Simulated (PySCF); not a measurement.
Gas-phase reaction: TaF5 + Cl2 + ClO = TaOCl3 + 5 F

Method: PySCF energies (xtb for GFN2) plus ideal-gas RRHO corrections (1 bar). † marks an energy on the PBE0/def2-TZVP geometry and frequencies; other levels use their own. Open shells (unrestricted): ClO (multiplicity 2, electronic degeneracy 4), F (multiplicity 2, electronic degeneracy 6); the rest are closed-shell singlets. GFN2 has no spin-polarisation term. Spin-orbit splitting is ignored; it lowers the true energy and changes the entropy of ClO, F. Ta: scalar-relativistic def2 core potential, no spin-orbit coupling. The harmonic model lacks anharmonicity and excited electronic states, which grow with temperature; levels with a mode under 35 cm⁻¹ are left out. Soft modes under 120 cm⁻¹ make the harmonic entropy rough for TaF5, TaOCl3.

| level | ΔE electronic, kJ | ΔH°(298 K), kJ | ΔS°(298 K), J/K | ΔG°(1000 K), kJ |
|---|---|---|---|---|
| BLYP/def2-TZVP† | 1430 | 1422 | 364 | 1049 |
| GFN2-xTB | 1442 | 1437 | 365 | 1066 |
| M06-2X/def2-TZVP† | 1312 | 1304 | 364 | 931 |
| PBE/def2-SVP | 1478 | 1471 | 362 | 1100 |
| PBE/def2-TZVP† | 1460 | 1452 | 364 | 1079 |
| PBE0/def2-QZVP† | 1335 | 1327 | 364 | 954 |
| LDA/def2-TZVP† | 1769 | 1761 | 364 | 1388 |
ΔH° is lowest at M06-2X/def2-TZVP† and highest at LDA/def2-TZVP†. No reference value is set beside these.
